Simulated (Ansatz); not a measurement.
C2H5FOSi can be A, `C=C(F)[SiH2]O`, or B, `C=CO[SiH2]F`.

Gas-phase electronic energies from Ansatz, PBE0-D4/def2-TZVP geometries. CCSD(T)/CBS is the MP2 limit (def2-TZVPP, def2-QZVPP) plus CCSD(T) − MP2 in def2-TZVPP, frozen cores. Functionals use def2-TZVPP. B3LYP here is the variant with VWN-RPA as its local correlation; programs differ in this. Each species was taken in one conformer, which may not be the lowest.

Which is lower in electronic energy at CCSD(T)/CBS, and by how much? (Best estimate.)

Ansatz gave: B, by 162.2 kJ/mol.

Give E(B) − E(A) in kJ/mol with HF/def2-TZVPP, B3LYP-D4, PBE0-D4, CCSD/def2-TZVPP, B2PLYP, CCSD(T)/def2-TZVPP, MP2/def2-TZVPP. (Best estimate.)

Computed: HF/def2-TZVPP -175.2, B3LYP-D4 -158.8, PBE0-D4 -151.7, CCSD/def2-TZVPP -163.9, B2PLYP -163.8, CCSD(T)/def2-TZVPP -161.5, MP2/def2-TZVPP -167.1. None reverses the order clearly.

Largest T1 diagnostic: 0.012.

In def2-TZVPP, CCSD(T) changes the Hartree–Fock value by +13.8 kJ/mol (the triples alone add +2.5 kJ/mol) and MP2 by +8.1 kJ/mol. From PBE to PBE0 (25 % exact exchange), in def2-TZVPP and without D4, E(B) − E(A) moves by −6.3 kJ/mol.
